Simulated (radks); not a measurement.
Effect of the nuclear size on the chromium ion Cr2+, [Ar] 3d4. All-electron calculation, Dirac Kohn-Sham, PBE, spin-unpolarised, spherical densities, finite nucleus; open shells are shared between the two j in proportion to 2j + 1; Fermi nuclear charge, rms radius 3.6452 fm. Program: a radial shooting solver on a logarithmic mesh with Libxc functionals. The rms radius is varied about that value; shifts are against it.

| rms radius (fm) | total energy shift (eV) | density at nucleus (e/bohr^3) | 1s1/2 shift (meV) | 2s1/2 shift (meV) | 3s1/2 shift (meV) |
|---|---|---|---|---|---|
| 3.0146 | -0.0233 | 1.151e+04 | -9.90 | -0.867 | -0.123 |
| 3.4702 | -0.00691 | 1.145e+04 | -2.93 | -0.256 | -0.037 |
| 3.6452 | 0 | 1.143e+04 | 0.000 | 0.000 | 0.000 |
| 3.9878 | 0.0145 | 1.14e+04 | 6.13 | 0.537 | 0.076 |
| 4.3961 | 0.0333 | 1.136e+04 | 14.1 | 1.24 | 0.176 |

Slopes of the eigenvalues against <r^2> in GHz/fm^2, as finite differences over the two radii next to the reference (eigenvalue slopes, not the field-shift constants of lines): 1s1/2 568, 2s1/2 49.7, 3s1/2 7.08.
